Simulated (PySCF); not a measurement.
CH₇FO₂Si₂, SMILES O[C@@H]([SiH2]F)[SiH2]O. The structure is a stationary point at PBE0-D3(BJ)/def2-SVP. The structure was generated by enumeration; whether it is a known compound was not checked. Other conformers were not sampled.

Computed equilibrium geometry at PBE0-D3(BJ)/def2-SVP (PySCF confirms it by a frequency run) as bond lengths and angles (one conformer of several):
Atoms: O1 Si2 C3 O4 Si5 F6 H7 H8 H9 H10 H11 H12 H13. Bond lengths (Å): O1–Si2 1.662, O1–H7 0.966, Si2–C3 1.903, Si2–H8 1.492, Si2–H9 1.496, C3–O4 1.424, C3–Si5 1.880, C3–H10 1.111, O4–H11 0.963, Si5–F6 1.648, Si5–H12 1.486, Si5–H13 1.488. Bond angles (°): Si2–O1–H7 113.4, O1–Si2–C3 110.1, O1–Si2–H8 107.8, O1–Si2–H9 113.1, C3–Si2–H8 108.5, C3–Si2–H9 108.1, H8–Si2–H9 109.1, Si2–C3–O4 112.5, Si2–C3–Si5 110.2, Si2–C3–H10 107.9, O4–C3–Si5 106.7, O4–C3–H10 112.5, Si5–C3–H10 106.9, C3–O4–H11 108.6, C3–Si5–F6 104.6, C3–Si5–H12 111.2, C3–Si5–H13 114.1, F6–Si5–H12 107.7, F6–Si5–H13 107.4, H12–Si5–H13 111.4.
